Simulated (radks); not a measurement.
All-electron atom: Ne+ in [He] 2s2 2p5 (the NIST ground configuration). Method: scalar-relativistic Kohn-Sham, PBE, spin-polarised, spherical densities, finite nucleus; open shells are filled with parallel spins first; Fermi nuclear charge, rms radius 3.0055 fm; computed with a radial shooting solver on a logarithmic mesh with Libxc functionals.

Unscreened Slater integrals over Kohn-Sham orbitals (eV). They are taken over the spin-up orbitals.

integral,value
"F0(2p,2p)",28.837
"F2(2p,2p)",12.942
"F0(2p,2s)",28.687
"G1(2p,2s)",17.315
"F0(2p,1s)",41.556
"G1(2p,1s)",4.7885
"F0(2s,2s)",28.776
"F0(2s,1s)",40.931
"G0(2s,1s)",3.0619
"F0(1s,1s)",162.28

Derived for the open shells (J is the average intra-shell exchange parameter used in DFT+U). 2p: J = F2/5 = 2.588 eV.
